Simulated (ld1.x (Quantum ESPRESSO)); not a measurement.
## Varying the TM potential for B (Z = 5)

Base potential:

| Property | Result |
| --- | --- |
| Element | boron (B) |
| Generator | ld1.x (Quantum ESPRESSO) 7.5 |
| Type | norm-conserving Troullier–Martins (Kleinman–Bylander form) |
| Functional | PW91 |
| Relativity | scalar-relativistic |
| Frozen core | [He] |
| Valence charge | 3 |
| Reference configuration | 2s2 2p1 |
| Partial waves | 2p (bound): rc 2.95 bohr; 3d channel at 0.5 Ry: rc 2.25 bohr; 2s (bound): rc 1.30 bohr |
| Local potential | the s channel |
| Core correction | Bessel-smoothed model core inside 0.65 bohr |

Cutoffs, loose and tight: the cutoffs (Ry, on a coarse ladder) from which the occupation-weighted sum of valence levels, in a spherical-Bessel basis at the reference potential, stays within 10 and 1 mRy of its value at 400 Ry. They do not see the model core or the augmentation charge, which bear on the density cutoff. Test errors are all-electron minus pseudo excitation energies from the reference, over the configurations 2s2 2p0; 2s1 2p0; 2s2 2p0.5; 2s1 2p1; 2s0 2p3; 2s2 2p1.3; 2s1 2p2. A dash means not determined; rows that change the core or the reference have their own tests.

| change | outcome | cutoff, loose | cutoff, tight | bound ghosts | largest test error (meV) |
| --- | --- | --- | --- | --- | --- |
| base | generated | 21 Ry | 55 Ry | none | +252 |
| all radii but the core radius scaled by about 0.78 (s 1.02, p 2.30, d 1.76 bohr) | generated | 50 Ry | 120 Ry | none | +112 |
| all radii but the core radius scaled by about 0.87 (s 1.14, p 2.58, d 1.96 bohr) | generated | 21 Ry | 55 Ry | none | +154 |

What comes out with this change to the base: all radii but the core radius scaled by about 1.35 (s 1.76, p 3.98, d 3.04 bohr)?

outcome: generated; cutoff, loose: 15 Ry; cutoff, tight: 40 Ry; bound ghosts: none; largest test error (meV): +653.

What comes out with this change to the base: all radii but the core radius scaled by about 1.23 (s 1.60, p 3.64, d 2.78 bohr)?

outcome: generated; cutoff, loose: 18 Ry; cutoff, tight: 45 Ry; bound ghosts: none; largest test error (meV): +481.

What comes out with this change to the base: all radii but the core radius scaled by about 1.15 (s 1.50, p 3.38, d 2.58 bohr)?

outcome: generated; cutoff, loose: 18 Ry; cutoff, tight: 50 Ry; bound ghosts: none; largest test error (meV): +379.

Reading the sweep of the scale of all radii but the core radius (base = 1) (base included, trends over the rows without a ghost): The loose cutoff falls from 50 Ry at 0.78 to 15 Ry at 1.35. A larger radius leaves more room for a smooth pseudo-wave, so fewer plane waves are needed; a smaller one forces it to follow the all-electron wave where it bends sharply. The median size of the test errors (rows with all tests solved) rises from 13.6 meV at 0.78 to 121.5 meV at 1.35. More of the atom is replaced by a form fitted at one configuration, so other configurations suffer as the radius grows.
